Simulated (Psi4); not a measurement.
Cl₂Sr (SMILES [Cl][Sr][Cl]), singlet, at a GFN2-xTB geometry (such geometries of metal compounds can be far from the true shape) (core potentials on Sr). Base run: R2SCAN/def2-SVP run with Psi4.

Psi4 was given this input:
```
memory 2 GB

molecule mol {
0 1
  Sr    0.291224   -0.610948    0.120886
  Cl    1.080314    1.073658   -1.546550
  Cl   -1.731286    0.291991    1.276334
}

set basis def2-svp
set reference rks

energy('r2scan')
print_variables()
```

Variants of this job, named by their change:

| change | ΔE vs base (mEh) | point group used | SCF cycles |
|---|---|---|---|
| base | 0.000 | cs | 8 |
| jitter_ang = 0.002 | -0.013 | cs | 8 |
| molecule keys = symmetry c1 | 0.000 | c1 | 8 |
| molecule keys = symmetry c1, no_reorient, no_com | 0.000 | c1 | 8 |
| molecule keys = no_reorient | 0.000 | c1 | 8 |
